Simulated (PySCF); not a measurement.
What does the PBE0-D3(BJ)/def2-SVP structure of InChI=1S/H12Si6/c1-2-4-6-5-3-1/h1-6H2 look like in three dimensions?

```xyz
18
Si6H12 angstrom
Si    -1.3321    1.2972   -1.2530
Si     0.7378    2.0646   -0.4566
Si     2.2039    0.2389   -0.2906
Si     1.3269   -1.2938    1.2553
Si    -0.7374   -2.0646    0.4473
Si    -2.2054   -0.2395    0.2910
H     -1.1188    0.5999   -2.5615
H     -2.2784    2.4374   -1.4690
H      1.3010    3.1205   -1.3568
H      0.5445    2.6551    0.9065
H      2.3050   -0.4277   -1.6282
H      3.5713    0.6895    0.1211
H      2.2744   -2.4316    1.4786
H      1.1048   -0.5939    2.5609
H     -1.3008   -3.1279    1.3384
H     -0.5376   -2.6451   -0.9191
H     -2.3028    0.4212    1.6318
H     -3.5739   -0.6877   -0.1195
```

Orientation and origin are arbitrary. Atoms count from 1 in this order. The 6-membered ring Si1–Si2–Si3–Si4–Si5–Si6 has internal angles of 108.4° to 108.7° (sum 652°, against 720° for a flat polygon); it is puckered, 0.41 Å rms from its mean plane, widest ring torsion 62°. All 6 Si–Si bonds measure 2.347 Å. Si1 (SiH2 silicon) is tetrahedral (angles from 108.6° to 111.0°).

Bonds between heavy atoms (Å): Si1–Si2 2.347, Si2–Si3 2.347, Si3–Si4 2.347, Si4–Si5 2.347, Si5–Si6 2.347, Si1–Si6 2.347.

Computed with PySCF, PBE0-D3(BJ)/def2-SVP geometry optimisation, gas phase.

Point group: D3d (tolerance 0.08 Å). Stationary, but not proved a minimum. One conformer, not necessarily the lowest (Si6–Si1–Si2–Si3 62°, Si1–Si2–Si3–Si4 -62°, Si2–Si3–Si4–Si5 62°, Si3–Si4–Si5–Si6 -62°).

Hardware: Arm Neoverse V1, one thread, shared host. Cost: 2.4 min. That covers the optimisation of the geometry.
